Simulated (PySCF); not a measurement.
C₆H₉Cl.
Geometry (GFN2-xTB, Å), atoms numbered from 1 in this order:
```
atom  x, y, z in Å
Cl1   -2.9199    1.3704   -0.3910
C2    -1.7733    0.1032    0.0914
C3    -0.7756   -0.3266   -0.9936
C4     0.3520   -0.0381   -0.0121
C5     1.7376    0.4196   -0.3256
C6     1.5082   -0.9274    0.3015
C7    -0.6193    0.5689    0.9907
H8    -2.3666   -0.7114    0.5049
H9    -0.7745    0.3308   -1.8617
H10   -0.8718   -1.3592   -1.3259
H11    2.0417    0.4555   -1.3608
H12    2.1668    1.2002    0.2843
H13    1.7841   -1.0614    1.3367
H14    1.6574   -1.8065   -0.3073
H15   -0.6090    0.1384    1.9911
H16   -0.5454    1.6526    1.0660
```

Computed with TDDFT PBE0/def2-SVPD, vertical, gas phase, core orbitals frozen in the response in PySCF.

Ground-to-excited transition dipoles (e·a0, same axes as the geometry; the sign carries no meaning), for the states with f of 0.002 or more among the lowest 8:

```csv
state,E (hartree),μx,μy,μz
S1,0.2615,-0.257,0.029,0.007
S3,0.2777,0.000,0.102,-0.046
S4,0.2794,0.337,0.139,-0.090
S5,0.2811,0.140,-0.251,0.100
S7,0.2905,0.034,0.175,0.398
S8,0.2913,0.092,-0.168,0.056
```

What oscillator strength does each state have?

f = (2/3) ΔE |μ|² with ΔE in hartree (27.2114 eV).

| state | \|μ\|² (au) | \|μ\| (D) | f |
| --- | --- | --- | --- |
| S1 | 0.067 | 0.66 | 0.012 |
| S3 | 0.013 | 0.29 | 0.002 |
| S4 | 0.141 | 0.95 | 0.026 |
| S5 | 0.093 | 0.77 | 0.017 |
| S7 | 0.190 | 1.11 | 0.037 |
| S8 | 0.040 | 0.51 | 0.008 |

The point group is Cs. Which irreducible representation does each state belong to?

From a totally symmetric ground state, an allowed state transforms like the component of the dipole operator along its μ. Polarised normal to the mirror plane, so A″: S7. Polarised in the mirror plane, so A′: S1, S3, S4, S5 and S8.

What angle do the transition dipoles of S5 and S7 make?

|cos θ| = |μa·μb| / (|μa| |μb|) = 0.00, so θ ≈ 90° (taken between 0 and 90°, since the signs are arbitrary).

What peak molar absorption coefficient would the strongest computed level give as a lone Gaussian band 0.3 eV wide at half height?

ε(max) = 2.175×10⁸ f / FWHM, with the width in cm⁻¹. S7: 2.175×10⁸ × 0.0369 / 2420 ≈ 3300 L mol⁻¹ cm⁻¹.

The run took 72 s of wall time on an Arm Neoverse N1 with one thread, no GPU, shared host.

Without π bonds the low states may be Rydberg-like; a valence basis with one diffuse set may place them up to an eV too high.
